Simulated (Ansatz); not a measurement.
This geometry of C₂H₅OSi (9 atoms, charge 1, multiplicity 1) is a first-order saddle point.

All numbers below come from Ansatz, RKS revPBE-D4/6-31G*.

```xyz
9
Properties=species:S:1:pos:R:3
C -0.482 1.518 0.046
O 0.356 0.357 0.466
C 0.235 -0.803 -0.043
Si 1.519 -2.260 0.707
H -0.982 1.852 0.966
H 0.236 2.273 -0.302
H -1.188 1.205 -0.736
H -0.542 -0.908 -0.833
H 0.848 -3.234 -0.271
```

Which two structures does it join? (They come from a converged band through this point; their orientation in space is the band's.)

No bond is made or broken. The dihedral H8–C3–Si4–H9 goes from -87 to 87°. The two ends are copies of one structure, up to a mirror image or an exchange of like atoms.

Image 0:

```xyz
9
Properties=species:S:1:pos:R:3
C -0.582 1.397 0.135
O 0.326 0.271 0.482
C 0.456 -0.753 -0.282
Si 1.717 -2.174 0.050
H -1.322 1.438 0.946
H 0.053 2.293 0.136
H -1.046 1.213 -0.845
H -0.118 -0.738 -1.238
H 0.516 -2.948 0.615
```

Image 6:

```xyz
9
Properties=species:S:1:pos:R:3
C -0.644 1.365 0.168
O 0.051 0.132 0.628
C 0.157 -0.903 -0.124
Si 0.939 -2.566 0.464
H -1.395 1.579 0.941
H 0.127 2.147 0.142
H -1.097 1.190 -0.819
H -0.338 -0.849 -1.121
H 2.200 -2.093 -0.279
```

How far does it lie above each of them?

0.48 eV above the first and 0.48 eV above the second. This is the barrier of this one path; another mechanism may lie lower.

The run took 33 s on 1 thread of AMD EPYC 9R45 96-Core Processor (Zen 5), with other jobs on the host, peak memory 0.15 GiB.
